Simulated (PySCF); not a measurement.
# C3H10OSi2: full NMR table

```yaml
Formula: C3H10OSi2
SMILES: C=CO[SiH2]C[SiH3]
InChI: InChI=1S/C3H10OSi2/c1-2-4-6-3-5/h2H,1,3,6H2,5H3
Point_group_of_the_computed_structure: C1
Degrees_of_unsaturation: 1
Carbon_signals: 3
Proton_signals: 6
```

Mapped SMILES: `[CH2:1]=[CH:2][O:3][SiH2:4][CH2:5][SiH3:6]`. Each H is labelled by its parent atom. Ha(C1) is cis to O3; Hb(C1) is trans to O3.

- shieldings: GIAO PBE0/pcSseg-1
- GFN2-xTB structure
- program: PySCF 2.14
- one conformer, averaged over atoms made equivalent by symmetry, fast rotation or ring inversion, relativity neglected, gas phase

δ = σ(ref) − σ, references computed at the same level: $^{1}$H, $^{13}$C, $^{29}$Si against TMS; H2O for $^{17}$O.

| carbon | δC, type | δH (multiplicity) | HMBC from (2–3 bonds) | span of the C tensor (ppm) |
| --- | --- | --- | --- | --- |
| C1 | 94.7, CH2 | Hb(C1) 4.40 (m); Ha(C1) 4.37 (m) | H(C2) | 169 |
| C2 | 156.6, CH | 6.67 (m) | H(Si4), Hb(C1), Ha(C1) | 188 |
| C5 | -9.3, CH2 | -0.17 (m) | H(Si4), H(Si6) | 29 |

Other nuclei:
| atoms | nucleus | environment | δ (ppm) | σ (ppm) |
| --- | --- | --- | --- | --- |
| H(Si4) | $^{1}$H | hydrogen on a silicon bonded to C, O | 5.17 | 26.55 |
| H(Si6) | $^{1}$H | hydrogen on a silicon bonded to C | 4.05 | 27.66 |
| Si4 | $^{29}$Si | silicon bonded to C, O, 2 H | -24.4 | 373.5 |
| Si6 | $^{29}$Si | silicon bonded to C, 3 H | -74.9 | 424.1 |
| O3 | $^{17}$O | oxygen bonded to C, Si | 112.4 | 223.7 |

- Carbon types of the structure: 1 × CH, 2 × CH2, leaving 5 H on heteroatoms.
- δC 156.6: alkene carbon bearing oxygen; an sp2 carbon further deshielded by the attached heteroatom.
- δC 94.7: β carbon of an enol-ether or enamine type C=C; the O or N lone pair pushes π density onto this β carbon and shields it.
- δC -9.3: sp3 CH2 bonded to 2 Si; an electropositive neighbour leaves it electron-rich and shielded.
- δH 6.67: hydrogen on an alkene carbon bearing oxygen; attached to an sp2 carbon and in the plane of the double bond.
- δH 4.40, 4.37: hydrogen on a β carbon of an enol-ether or enamine type C=C; lone-pair donation from O or N shields it, upfield of ordinary alkene protons.

Shifts are as computed. Against solution values, carbons near 30 ppm lie about +3 ppm off and those near 130 ppm about +5 ppm. Of 1211 compounds with measured shifts, 218 miss one by over three times the rms of a fit or turn the order of signals round; such compounds aren't used in these exercises. Experimental scales use liquid or dissolved standards, which lie at an offset from isolated H2O (liquid H2O: subtract about 36 ppm). Multiplicities follow the n + 1 count of equivalent neighbours, as no J values were calculated; m marks all less simple cases, F and P coupling included.
